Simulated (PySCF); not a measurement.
Si(H)2(Br)(OEt) (C2H7BrOSi), SMILES C(O[SiH2]Br)C.

Coordinates come from a PBE0-D3(BJ)/def2-SVP optimisation. One conformer was computed; it need not be the lowest.

Level of theory: PySCF with TDDFT-PBE/def2-SVPD.

Vertical excitations. Isolated molecule, no solvent.

Q: Give excitation energies, oscillator strengths and character. (Estimate from the structure and the level; the computed values follow.)

A: 
```tsv
state	energy (eV)	λ (nm)	f	main pairs
S1	6.29	197	0.025	HOMO→LUMO 94 %
S2	6.40	194	0.018	HOMO−1→LUMO 97 %
S3	6.57	189	0.002	HOMO→LUMO+1 84 %, HOMO−1→LUMO+1 14 %
S4	6.62	187	0.010	HOMO−1→LUMO+1 82 %, HOMO→LUMO+1 12 %
S5	6.65	186	0.025	HOMO−2→LUMO 96 %
S6	6.97	178	0.033	HOMO−2→LUMO+1 79 %, HOMO−3→LUMO 13 %
S7	7.06	176	0.010	HOMO→LUMO+2 96 %
S8	7.11	174	0.009	HOMO−1→LUMO+2 85 %
S9	7.16	173	0.034	HOMO−3→LUMO 68 %, HOMO−2→LUMO+1 10 %
S10	7.31	170	0.007	HOMO→LUMO+3 93 %
T1	6.01	206	0	HOMO→LUMO 72 %, HOMO−1→LUMO 27 %
T2	6.07	204	0	HOMO−1→LUMO 72 %, HOMO→LUMO 27 %
T3	6.30	197	0	HOMO−2→LUMO 86 %
T4	6.34	196	0	HOMO→LUMO+1 86 %
```
Triplets are in the Tamm–Dancoff approximation, which puts them higher than full response would, so one can lie above its singlet here.
